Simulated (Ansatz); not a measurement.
Sn(Cl)3(NH2) (Cl3H2NSn), SMILES [Sn]([NH2])([Cl])([Cl])[Cl].

The structure is a stationary point at B3LYP-D3(BJ)/def2-SVP. The structure was generated by enumeration; whether it is a known compound was not checked. The def2 effective core potentials stand for the cores of Sn; spin–orbit coupling is left out. The values are those of a single conformer.

Two levels are set side by side: PBE/def2-SVPD (Ansatz, a first-principles code) and CAM-B3LYP/def2-SVPD (Ansatz). Energy differences of separate SCF runs at the same geometry; the states with an electron removed or added have multiplicity 2 and 2. Differences are taken from unrounded values.

| quantity | CAM-B3LYP |
|---|---|
| vertical ionisation energy (eV) | 10.90 |
| vertical electron affinity (eV) | 1.41 |
| vertical singlet–triplet gap (eV) | 4.30 |

**Question.** What does PBE give, and how far is it from CAM-B3LYP? (The exact figures need the calculation; the answer reports its results.)

**Answer.** 
```json
[
 {"quantity": "vertical ionisation energy (eV)", "PBE": "10.28", "PBE minus CAM-B3LYP": "-0.62"},
 {"quantity": "vertical electron affinity (eV)", "PBE": "1.46", "PBE minus CAM-B3LYP": "0.05"},
 {"quantity": "vertical singlet–triplet gap (eV)", "PBE": "3.74", "PBE minus CAM-B3LYP": "-0.56"}
]
```
